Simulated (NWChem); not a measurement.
CHO2 cation; SMILES O=C=[OH+]

```xyz
4

O      0.0355    -1.2241     0.0000
C      0.0047    -0.0852     0.0000
O     -0.1640     1.1284     0.0000
H      0.6060     1.7666     0.0000
```
Atoms are numbered in this order, from 1.

Results from NWChem. Pople sets run with spherical d functions. The geometry was optimised at PBE-D3(BJ)/def2-SVP. Static field.

Question: Among these, which level gives the lowest value of “anisotropy (bohr³)”?
(A) PBE/6-31+G*
(B) Hartree-Fock/6-31+G*
(C) LC-BLYP (range parameter 0.33 per bohr)/6-31+G*
(D) B3LYP/6-31+G*

Answer: B, Hartree-Fock/6-31+G*. Values: Hartree-Fock/6-31+G* 14.2; B3LYP/6-31+G* 15.7; LC-BLYP (range parameter 0.33 per bohr)/6-31+G* 15.9; PBE/6-31+G* 16.0
